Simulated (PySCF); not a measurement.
A structure optimised at PBE-D3(BJ)/def2-SVP, used in a PySCF frequency run:

```xyz
10

C     -1.0724    -0.0239    -1.3118
C     -0.3960     0.1712     0.0000
C     -1.0724    -0.0239     1.3118
Cl     1.3413    -0.0149     0.0000
H     -1.1281    -1.1022    -1.6054
H     -2.1139     0.3566    -1.2694
H     -0.5369     0.5020    -2.1281
H     -0.5369     0.5020     2.1281
H     -1.1281    -1.1022     1.6054
H     -2.1139     0.3566     1.2694
```
Charge 0, spin multiplicity 2.

Problem. Write its SMILES, formula and point group.

Solution. C[C](C)Cl, C3H6Cl, Cs

Problem. What are its rotational constants (standard atomic weights)?

Solution. 8.0871, 4.6843, 3.0964 GHz
